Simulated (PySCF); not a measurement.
InFCl₂, SMILES [F][In]([Cl])[Cl].

Geometry: PBE-D3(BJ)/def2-SVP. The def2 effective core potentials stand for the cores of In; spin–orbit coupling is left out.

All values below come from TDDFT-LC-ωPBE/def2-SVPD in PySCF.

Vertical excitations. Isolated molecule, no solvent. State labels are in the subgroup C2v.

| state | symmetry | energy (eV) | λ (nm) | f | main pairs |
|---|---|---|---|---|---|
| S1 | B2 | 5.65 | 220 | 0.022 | HOMO→LUMO 91 % |
| S2 | A2 | 5.68 | 218 | 0.000 | HOMO−1→LUMO 94 % |
| S3 | A1 | 5.81 | 214 | 0.044 | HOMO−2→LUMO 92 % |
| S4 | B1 | 5.96 | 208 | 0.023 | HOMO−3→LUMO 93 % |
| S5 | B2 | 6.63 | 187 | 0.141 | HOMO−4→LUMO 67 %, HOMO−7→LUMO 20 % |
| S6 | B1 | 6.99 | 177 | 0.030 | HOMO−5→LUMO 92 % |
| S7 | B2 | 7.39 | 168 | 0.025 | HOMO−7→LUMO 49 %, HOMO−1→LUMO+1 39 % |
| S8 | A2 | 7.40 | 168 | 0.000 | HOMO→LUMO+1 96 % |
| S9 | B1 | 7.50 | 165 | 0.001 | HOMO−2→LUMO+1 96 % |
| S10 | A1 | 7.65 | 162 | 0.034 | HOMO−6→LUMO 47 %, HOMO−3→LUMO+1 45 % |
| T1 | B2 | 5.16 | 240 | 0 | HOMO→LUMO 91 % |
| T2 | A1 | 5.26 | 236 | 0 | HOMO−2→LUMO 91 % |
| T3 | A2 | 5.27 | 235 | 0 | HOMO−1→LUMO 91 % |
| T4 | B1 | 5.48 | 226 | 0 | HOMO−3→LUMO 91 % |
Triplets are in the Tamm–Dancoff approximation, which puts them higher than full response would, so one can lie above its singlet here.
